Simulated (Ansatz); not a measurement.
Calculated with Ansatz (gas phase, PBE0-D4/def2-TZVP geometries, no zero-point term in ΔE). CCSD(T)/CBS is the MP2 limit (def2-TZVPP, def2-QZVPP) plus CCSD(T) − MP2 in def2-TZVPP, frozen cores. This one scheme is used for every species, atoms too. Functionals use def2-TZVPP. Open shells (•) are unrestricted, without spin–orbit coupling. Spin–orbit coupling would lower the free atoms: a little for F, O, Si. One conformer a species, not always the lowest.

Reaction (atomization): `O[SiH](O)[Si](F)(F)F` → 3 F• + 3 H• + 2 O• + 2 Si•

```tsv
species	B2PLYP energy (Eh)
`O[SiH](O)[Si](F)(F)F`	-1030.82607
F•	-99.71857
H•	-0.49861
O•	-75.05191
Si•	-289.25332
```

(1) Work out ΔE.

Largest T1 diagnostic among the species: 0.012.

Answers

(1) ΔE = 3 × (-99.71857) + 3 × (-0.49861) + 2 × (-75.05191) + 2 × (-289.25332) − (-1030.82607) = 1.56407 Eh = +981.5 kcal/mol. CCSD(T)/CBS gives +1001.9 kcal/mol.

In def2-TZVPP, CCSD(T) changes the Hartree–Fock value by +249.9 kcal/mol (the triples alone add +15.8 kcal/mol) and MP2 by +289.3 kcal/mol; breaking electron pairs costs correlation energy, which Hartree–Fock lacks. From PBE to PBE0 (25 % exact exchange), in def2-TZVPP and without D4, ΔE moves by −26.0 kcal/mol: exact exchange takes away binding that semilocal exchange gives to molecules.

For atomizations the MP2-based limit and the directly extrapolated one differ by several kJ/mol either way, and by 10 to 25 for some Ge, Se and Sn compounds, so smaller differences from it don't rank the levels.
